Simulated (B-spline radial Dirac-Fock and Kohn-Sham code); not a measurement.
## Compton profile of Ag

System: neutral silver in the configuration 1s2 2s2 2p6 3s2 3p6 3d10 4s2 4p6 4d9 5s2 (not the ground configuration).

Input of the calculation (task.json; shells as n, l, electrons):

```json
{"items": [{
  "Z": 47,
  "q": 0,
  "cfg": [[1, 0, 2], [2, 0, 2], [2, 1, 6], [3, 0, 2], [3, 1, 6], [3, 2, 10], [4, 0, 2], [4, 1, 6], [4, 2, 9], [5, 0, 2]],
  "A": 107,
  "rrms": 4.5454,
  "do": ["scatter"],
  "s": [0.0, 0.09, 0.12, 0.14, 0.17, 0.21, 0.26, 0.32, 0.4, 0.49, 0.6, 0.74, 0.9, 1.11, 1.37, 1.68, 2.06, 2.53, 3.11, 3.83, 4.7, 5.78, 7.11],
  "pz": [0, 0.1, 0.2, 0.3, 0.4, 0.5, 0.6, 0.8, 1.0, 1.2, 1.4, 1.6, 1.8, 2.0, 2.5, 3.0, 4.0, 5.0, 7.0, 10.0, 15.0, 20.0, 30.0, 40.0, 60.0, 100.0],
  "hv_scatter": [1000, 2000, 5000, 8047.8, 20000, 50000, 200000, 500000]
}]}
```

Command: `python xray_run.py task.json out`

Level of theory: the impulse approximation on relativistic Hartree-Fock (Dirac-Fock) wave functions, averaged over the configuration; a radial B-spline solver. pz is in atomic units of momentum; subshell profiles are per electron, for a selection of subshells; open shells are spread over both j values by their weights.

| pz | J total | J 3s1/2 | J 3p3/2 | J 4d5/2 | J 5s1/2 |
| --- | --- | --- | --- | --- | --- |
| 0 | 9.104 | 0.149 | 0.0915 | 0.239 | 1.48 |
| 0.1 | 8.848 | 0.149 | 0.0915 | 0.239 | 1.35 |
| 0.2 | 8.214 | 0.149 | 0.0915 | 0.239 | 1.04 |
| 0.3 | 7.479 | 0.148 | 0.0915 | 0.239 | 0.687 |
| 0.4 | 6.860 | 0.147 | 0.0914 | 0.239 | 0.397 |
| 0.5 | 6.427 | 0.146 | 0.0914 | 0.238 | 0.208 |
| 0.6 | 6.147 | 0.144 | 0.0914 | 0.236 | 0.105 |
| 0.8 | 5.801 | 0.140 | 0.0913 | 0.230 | 0.0397 |
| 1 | 5.480 | 0.135 | 0.0912 | 0.216 | 0.0343 |
| 1.2 | 5.087 | 0.129 | 0.0909 | 0.198 | 0.0330 |
| 1.4 | 4.639 | 0.122 | 0.0904 | 0.175 | 0.0278 |
| 1.6 | 4.174 | 0.114 | 0.0897 | 0.151 | 0.0208 |
| 1.8 | 3.726 | 0.107 | 0.0888 | 0.127 | 0.0144 |
| 2 | 3.318 | 0.0987 | 0.0876 | 0.105 | 0.00945 |
| 2.5 | 2.522 | 0.0787 | 0.0833 | 0.0608 | 0.00319 |
| 3 | 2.019 | 0.0602 | 0.0770 | 0.0326 | 0.00179 |
| 4 | 1.502 | 0.0319 | 0.0604 | 0.00850 | 0.00161 |
| 5 | 1.210 | 0.0168 | 0.0422 | 0.00315 | 0.00100 |
| 7 | 0.7809 | 0.00986 | 0.0155 | 0.00251 | 0.000189 |
| 10 | 0.4120 | 0.00845 | 0.00359 | 0.00149 | 0.000112 |
| 15 | 0.1761 | 0.00223 | 0.00275 | 0.000331 | 3.49e-05 |
| 20 | 0.08826 | 0.000433 | 0.00174 | 7.10e-05 | 5.86e-06 |
| 30 | 0.02937 | 0.000273 | 0.000390 | 4.68e-06 | 3.08e-06 |
| 40 | 0.01241 | 0.000172 | 8.72e-05 | < 1e-6 | 1.97e-06 |
| 60 | 0.003090 | 4.46e-05 | 7.14e-06 | < 1e-6 | < 1e-6 |
| 100 | 0.0003766 | 4.58e-06 | < 1e-6 | < 1e-6 | < 1e-6 |

J(0) = 9.104. The 5s1/2 subshell gives the largest part, 32 %.

Mean momentum ⟨p⟩ by subshell (a.u.): 1s1/2 42.6, 2s1/2 15.0, 2p1/2 20.1, 2p3/2 19.2, 3s1/2 7.12, 3p1/2 8.50, 3p3/2 8.25, 3d3/2 9.75, 3d5/2 9.65, 4s1/2 3.09, 4p1/2 3.36, 4p3/2 3.26, 4d3/2 2.99, 4d5/2 2.95, 5s1/2 0.693.
